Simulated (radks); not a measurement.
Results of a calculation; reference values are marked as such.
Q: All-electron atom: Ba XIX in [Kr] 4d2. Code: a radial shooting solver on a logarithmic mesh with Libxc functionals. Model: Dirac Kohn-Sham, PBE, spin-unpolarised, spherical densities, point nucleus; open shells are shared between the two j in proportion to 2j + 1. Some entries of the table are withheld. Estimate them.

orbital  occ.  eigenvalue (hartree)  <r> (bohr)  <r^2> (bohr^2)
1s1/2       2             -1384.921     0.02558       0.0008884
2s1/2       2             -232.8721      0.1092         0.01413
2p1/2       2             -220.3577     0.09188         0.01040
2p3/2       4             -206.3168     0.09786         0.01166
3s1/2       2             -61.63168      0.2900         0.09615
3p1/2       2                   (1)      0.2796         0.09079
3p3/2       4                   (2)      0.2912         0.09828
3d3/2       4             -44.53567      0.2615         0.08061
3d5/2       6             -43.94347      0.2651         0.08272
4s1/2       2             -23.37332      0.6329          0.4499
4p1/2       2             -21.36907      0.6433          0.4676
4p3/2       4             -20.67870      0.6631          0.4965
4d3/2     0.8             -17.34330      0.6815          0.5307
4d5/2     1.2             -17.20699      0.6873          0.5395
5s1/2       0             -12.00870         (3)           1.512
5p1/2       0             -11.16519       1.202           1.615
5p3/2       0             -10.91420       1.229           1.688

A: 
(1) 3p1/2 eigenvalue (hartree): -56.40037
(2) 3p3/2 eigenvalue (hartree): -53.64650
(3) 5s1/2 <r> (bohr): 1.165
